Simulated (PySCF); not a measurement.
**Correlation energy of Ga²²⁺ (gallium, charge +22)**

Starting occupation: [He] 2s2 2p5, 2p1/2 with m_j = +1/2, 2p3/2 with m_j = -3/2, -1/2, +1/2, +3/2. All numbers are calculated (PySCF 2.14, X2C-1e with screened-nucleus spin-orbit coupling, Gaussian nucleus, in an uncontracted even-tempered set (18 s from 6.1 bohr⁻², ratio 2.4; 12 p from 7.9 bohr⁻², ratio 2.4; 5 d from 33 bohr⁻², ratio 2.6; 5 f from 50 bohr⁻², ratio 2.6)). Frozen: nothing; 9 electrons correlated; the 36 highest virtual spinors left out.

MP2 pair energies summed by pair of shells (mhartree):

| pair | energy | share (%) |
| --- | --- | --- |
| 2p3/2-2p3/2 | -93.85 | 29.4 |
| 2p3/2-2s1/2 | -60.12 | 18.8 |
| 2p1/2-2p3/2 | -49.80 | 15.6 |
| 1s1/2-1s1/2 | -39.94 | 12.5 |
| 1s1/2-2p3/2 | -28.08 | 8.8 |
| 2p1/2-2s1/2 | -18.80 | 5.9 |
| 2s1/2-2s1/2 | -12.02 | 3.8 |
| 1s1/2-2s1/2 | -9.35 | 2.9 |
| 1s1/2-2p1/2 | -7.59 | 2.4 |

Total MP2 correlation energy: -319.55 mhartree.

At this charge the one-electron X2C treatment keeps the bare 1/r₁₂, with no two-electron picture change or Breit term. That inflates the 1s pair energies well beyond their four-component values.
